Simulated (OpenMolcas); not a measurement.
# A ladder of methods for CH6AlFSi (SMILES C[SiH2][AlH][F])

CH6AlFSi: 10 atoms, total charge 0, spin state singlet. As SMILES, `C[SiH2][AlH][F]`. The shape is that of a PBE0-D4/def2-TZVP optimisation. This is one conformer, not always the lowest.

Quantity: the vertical ionisation energy (to the doublet cation), in eV. The values are calculated.

```json
{"level": "HF/6-31G* (spherical functions)", "kind": "Hartree–Fock", "program": "OpenMolcas", "value (eV)": "9.09", "less CCSD(T)/6-31G*": "-0.23", "CPU time (all runs)": "17 s"}
{"level": "SVWN5/6-31G* (spherical functions)", "kind": "LDA", "program": "OpenMolcas", "value (eV)": "9.29", "less CCSD(T)/6-31G*": "-0.03", "CPU time (all runs)": "68 s"}
{"level": "revPBE/6-31G* (spherical functions)", "kind": "GGA", "program": "OpenMolcas", "value (eV)": "9.18", "less CCSD(T)/6-31G*": "-0.14", "CPU time (all runs)": "92 s"}
{"level": "TPSS/6-31G* (spherical functions)", "kind": "meta-GGA", "program": "OpenMolcas", "value (eV)": "9.33", "less CCSD(T)/6-31G*": "+0.01", "CPU time (all runs)": "2.2 min"}
{"level": "r2SCAN/6-31G* (spherical functions)", "kind": "meta-GGA", "program": "OpenMolcas", "value (eV)": "9.37", "less CCSD(T)/6-31G*": "+0.05", "CPU time (all runs)": "2.1 min"}
{"level": "B3LYP/6-31G* (spherical functions)", "kind": "global hybrid", "program": "OpenMolcas", "value (eV)": "9.48", "less CCSD(T)/6-31G*": "+0.16", "CPU time (all runs)": "90 s"}
{"level": "M06-2X/6-31G* (spherical functions)", "kind": "hybrid meta-GGA", "program": "OpenMolcas", "value (eV)": "9.65", "less CCSD(T)/6-31G*": "+0.33", "CPU time (all runs)": "2 min"}
{"level": "CCSD(T)/6-31G* (spherical functions), open shells restricted", "kind": "coupled cluster or CI", "program": "OpenMolcas", "value (eV)": "9.32", "less CCSD(T)/6-31G*": "0.00", "CPU time (all runs)": "68 s"}
```

Differences are taken from CCSD(T)/6-31G* (spherical functions), open shells restricted for orientation; it has basis-set and higher-order errors of its own. The values span 9.09 to 9.65 eV. CPU times are rough (shared hosts, several kinds of processor and program).
